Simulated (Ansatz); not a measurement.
`B[SiH](F)Cl`. Total charge 0; spin multiplicity 1. The structure was optimised at the PBE0-D4/def2-TZVP level.

```xyz
7

B     0.456    0.627    0.948
Si   -0.126   -0.528   -0.575
F    -0.771   -1.915   -0.121
Cl   -1.608    0.643   -1.394
H     1.259    1.492    0.766
H    -0.054    0.531    2.022
H     0.844   -0.849   -1.646
```

Problem. What is the dipole moment at PBE/def2-TZVPP? (An estimate is asked.)

Solution. Ansatz gave: 1.47 D, with components (1.32, 0.51, 0.39) D in this frame, pointing from negative to positive charge.

Problem. And with r2SCAN, B3LYP, ωB97M-V? (Best estimate.)

Solution. Ansatz gave: r2SCAN 1.58 D, B3LYP 1.66 D, ωB97M-V 1.69 D.

Problem. Give the Mulliken charges with PBE, ωB97M-V, B3LYP in def2-TZVPP. (Estimate.)

Solution. Computed: 
| atom | PBE | ωB97M-V | B3LYP |
| --- | --- | --- | --- |
| B1 | -0.08 | -0.19 | -0.10 |
| Si2 | 0.53 | 0.53 | 0.59 |
| F3 | -0.27 | -0.30 | -0.31 |
| Cl4 | -0.20 | -0.21 | -0.23 |
| H5 | 0.05 | 0.10 | 0.06 |
| H6 | 0.05 | 0.10 | 0.07 |
| H7 | -0.08 | -0.04 | -0.08 |

B3LYP here is the variant with VWN-RPA as its local correlation; programs differ in this.
